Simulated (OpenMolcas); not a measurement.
# Ge²⁺: effect of the active space

```yaml
Program: OpenMolcas 26.06
Method: MS-CASPT2 or its RAS form, IPEA 0.25 Eh, imaginary shift 0.1 Eh
Basis: ANO-RCC
Scalar_Hamiltonian: DKH2, point nucleus
Spin-orbit_coupling: RASSI with atomic mean-field integrals over the reference wave functions, term energies averaged over their components
```

A. 2 electrons in 8 orbitals (4s 4p 5s 5p); 2S+1 = 3 even, 3 roots; 2S+1 = 1 even, 7 roots; 2S+1 = 3 odd, 3 roots; 2S+1 = 1 odd, 3 roots; closed shells correlated: 3d; CASPT2 step roughly 19 core-seconds
B. 2 electrons in 9 orbitals (RAS2 4s 4p; RAS3 4d, at most 2 electrons); 2S+1 = 3 even, 3 roots; 2S+1 = 1 even, 7 roots; 2S+1 = 3 odd, 3 roots; 2S+1 = 1 odd, 3 roots; closed shells correlated: 3d; CASPT2 step roughly 20 core-seconds

Energies in eV above 4s² ¹S₀, the measured ground level; measured values from Sugar and Musgrove, J. Phys. Chem. Ref. Data 22, 1213 (1993).

| Level | A | B | Measured |
| --- | --- | --- | --- |
| 4s² ¹S₀ | 0.0000 | 0.0000 | 0.0000 |
| 4s 4p ³P°₀ | 7.557 | 7.605 | 7.6540 |
| 4s 4p ³P°₁ | 7.639 | 7.687 | 7.7490 |
| 4s 4p ³P°₂ | 7.813 | 7.860 | 7.9528 |
| 4s 4p ¹P°₁ | 11.341 | 11.347 | 11.3908 |

Deviations, from unrounded energies. A percentage is the sum of absolute deviations over the sum of measured energies, with the sign that they share, or ± where signs differ.

| Against measurement | Levels | A | B |
| --- | --- | --- | --- |
| mean absolute deviation (cm-1) | 4 | 800 | 500 |
| other configurations (%) | 4 | -1.1 | -0.7 |

B lies closest to measurement on these levels. The largest miss of B in the table is 4s 4p ³P°₂, by -740 cm-1. The ranking rests on the paired levels alone, and a cruder setting can come out closer through cancelling errors.

Between A and B the level of the table that moves most is 4s 4p ³P°₀, by 390 cm-1 (lowest in A, highest in B). Moves below CASPT2's spread within the term are not significant.

Over all roots computed the reference weight is 0.89 to 0.96 in A; the roots of lowest weight are the least certain, and an intruder state may touch them. The run also gave levels led by 4s 5s, which use shells meant for correlation; these and all levels above them are left out (holds for A). Active for correlation alone: 4d; no level in the range computed is led by a configuration that fills it, so any true level of that kind is missing (holds for B). Measured partners are found by configuration, term and J. A level has none where our copy of the source lacks it or the pairing is in doubt (some pairs that miss far off the trend of their configuration count as doubtful), and it then counts in no deviation. Only configurations of the active space appear. Levels that lie high or do not pair safely by name in every column are left out.

° marks odd parity.
